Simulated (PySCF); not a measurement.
## Magnetic susceptibility: `C/C=[C](\Cl)[AlH][F]`, C3H5AlClF

Cartesian coordinates in Å; atom numbers follow the order of the lines, from 1:
```xyz
11

C    -1.9638    0.0274   -0.3146
C    -0.5231   -0.1974   -0.6117
C     0.5331    0.0188    0.1741
Cl    0.2954    0.6631    1.8553
Al    2.4533   -0.0792    0.3597
F     3.3645    1.2124   -0.1675
H    -2.5390   -0.9015   -0.4586
H    -2.1163    0.3808    0.7137
H    -2.3884    0.7725   -1.0075
H    -0.2767   -0.5879   -1.6080
H     3.2113   -1.2892    1.0192
```

Computed with GIAO B3LYP/aug-pcSseg-1 magnetisability, rotational g tensor and spin-rotation constants, non-relativistic, gas phase (PySCF 2.14.0). Geometry: PBE0-D3(BJ)/def2-SVP.

Question: What are the magnetisability and the molar susceptibility?

Answer: Isotropic -1103 × 10⁻³⁰ J/T², or -66.4 × 10⁻⁶ cm³/mol; principal values -1207, -1070, -1032 × 10⁻³⁰ J/T², anisotropy 160 × 10⁻³⁰ J/T² (root of half the summed squared differences of the principal values). The susceptibility is in cgs units.

Question: Split it along the inertial axes a, b, c into diamagnetic and paramagnetic parts about the centre of mass, with the quadrupole moment.

Answer: 
```
axis  χ (10⁻⁶ cm³/mol)  diamagnetic (10⁻⁶ cm³/mol)  paramagnetic (10⁻⁶ cm³/mol)  summed x² of all electrons (Å²)  quadrupole Θ (D Å)
   a             -64.2                      -395.7                        331.6                            205.5               -2.18
   b             -63.1                      -981.4                        918.2                             67.5               +6.58
   c             -71.9                     -1158.1                       1086.2                             25.8               -4.40
```
Anisotropies 2χaa − χbb − χcc = +6.7 and 2χbb − χaa − χcc = +9.8 × 10⁻⁶ cm³/mol. Θ is traceless in Buckingham's convention.

Question: And the rotational g tensor?

Answer: 
```tsv
axis	rotational constant (GHz)	g	nuclear part	electronic part
a	3.7469	-0.0397	0.5440	-0.5837
b	1.3106	-0.0177	0.5477	-0.5654
c	1.0735	-0.0068	0.5410	-0.5478
```
Asymmetric top; isotopes 27Al, 12C, 35Cl, 19F, 1H; no vibrational averaging.
